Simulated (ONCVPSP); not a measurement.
holmium (Ho), ONCV: configuration errors across variants

```json
{"Element": "Ho (Z = 67)", "Generator": "ONCVPSP 4.0.1", "Type": "optimised norm-conserving Vanderbilt (ONCV)", "Functional": "BLYP", "Relativity": "scalar-relativistic", "Frozen core": "[Kr] 4d10 4f10", "Valence charge": "11", "Reference configuration": "5s2 5p6 5d1 6s1 (charge +1)", "Partial waves": "5s+6s: rc 2.45 bohr, ncon 4, nbas 8, qcut 5.7 1/bohr, 2 projectors; 5p: rc 1.80 bohr, ncon 4, nbas 7, qcut 6.9 1/bohr, 1 projector; 5d: rc 2.05 bohr, ncon 4, nbas 8, qcut 4.1 1/bohr, 2 projectors, debl 0.5 Ha", "Local potential": "polynomial inside 1.45 bohr (lpopt 5, dvloc0 2 Ha)", "Core correction": "none"}
```

All-electron excitation energies from the reference (eV): (1) 5s2 5p6 5d1 6s2 -6.874; (2) 5s2 5p6 5d1 6s0 12.709; (3) 5s2 5p6 5d0 6s0 32.667.

A true bound ghost makes a file unfit for plane-wave use even where its test errors are small: the radial tests pick states by their node count and pass the ghost by.

Errors AE − PS in meV (a dash: test not solved or not reliable):

| change | (1) | (2) | (3) | bound ghosts | GHOST(+) flags above zero |
| --- | --- | --- | --- | --- | --- |
| base | +6.4 | +4.5 | -33 | none | s |
| all radii scaled by about 0.82 (s 2.02, p 1.48, d 1.68 bohr); local potential polynomial inside 1.20 bohr (lpopt 5, dvloc0 2 Ha) | +6.6 | +5.0 | -37 | none | s |
| all radii scaled by about 0.92 (s 2.26, p 1.66, d 1.90 bohr); local potential polynomial inside 1.34 bohr (lpopt 5, dvloc0 2 Ha) | +6.5 | +4.7 | -35 | none | s |
| all radii scaled by about 1.22 (s 2.98, p 2.18, d 2.50 bohr); local potential polynomial inside 1.76 bohr (lpopt 5, dvloc0 2 Ha) | +5.7 | +3.8 | -11 | none | none |
| all radii scaled by about 1.29 (s 3.16, p 2.32, d 2.64 bohr); local potential polynomial inside 1.88 bohr (lpopt 5, dvloc0 2 Ha) | +6.2 | +3.4 | -7.5 | none | none |

(1) Give the same row for: all radii scaled by about 1.09 (s 2.66, p 1.96, d 2.24 bohr); local potential polynomial inside 1.58 bohr (lpopt 5, dvloc0 2 Ha).

## Answers

(1) +6.3, +4.2, -27; bound ghosts: d; GHOST(+) flags above zero: d.
